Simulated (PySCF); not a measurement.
## Te₂⁺ from Hartree–Fock to correlated methods

State: ²Πg (doublet), unpaired electrons π ↑. Set-up: PySCF, scalar-relativistic core potentials, basis sets Te cc-pVDZ-PP with ECP28. De refers to Te⁺ + Te in their high-spin ground configurations, without counterpoise correction. The functionals are run spin-unrestricted.

```csv
Level,Re (Å),ωe (cm⁻¹),De (eV),"CPU s a point (SCF and correlation, without the integrals)"
UHF,2.450,324,0.227,0.1
UHF-MP2,2.577,229,2.75,0.2
UHF-SCS-MP2,2.568,236,2.57,n/a
UHF-CCSD,2.529,272,2.27,n/a
UHF-CCSD(T),2.553,256,2.58,6.9
PBE,2.529,269,3.83,0.84
r²SCAN,2.505,281,3.31,1.4
PBE0,2.488,292,3.22,1
r²SCAN0,2.477,299,2.87,0.93
M06,2.516,281,3.92,0.87
MN15,2.486,293,2.84,0.86
```

Which functional lies closest to UHF-CCSD(T) in De, which farthest, and by how much do they differ from it?

Closest is MN15 (-6.7 pm in Re, +14.5 % in ωe, +0.26 eV in De against UHF-CCSD(T) in the same basis), farthest M06 (-3.7 pm in Re, +9.8 % in ωe, +1.34 eV in De). CCSD(T) converges more slowly with the basis than the functionals do and binds too weakly in this one, so the order can change at the basis-set limit.

What does a quarter of exact exchange do here, going from PBE to PBE0?

PBE0 less PBE: -4.1 pm in Re, +8.6 % in ωe, -0.61 eV in De. Exact exchange removes part of the self-interaction that spreads semilocal densities, and in most molecules shortens and stiffens the bond and lowers De; so it does here.

What does the step from GGA to meta-GGA do here, going from PBE to r²SCAN?

r²SCAN less PBE: -2.4 pm in Re, +4.5 % in ωe, -0.52 eV in De. 

Correlated steps freeze 8 core orbitals. Correlated levels converge slowly with the basis: in double zeta they bind strong bonds too weakly, by up to about 1 eV, and carry superposition errors of some tenths. Spin–orbit coupling is left out, which matters for elements this heavy, above all for dissociation energies. Counting both spins, an empty level lies below a filled one in some of these solutions, because spin and occupation are held. The state is the lowest determinant that a PBE0 search found; another state may lie lower at other levels.

The whole job (state search and all levels along the bond) took about 2.8 min on 1 thread of Arm Neoverse V1 (shared host), peak memory 0.53 GiB.
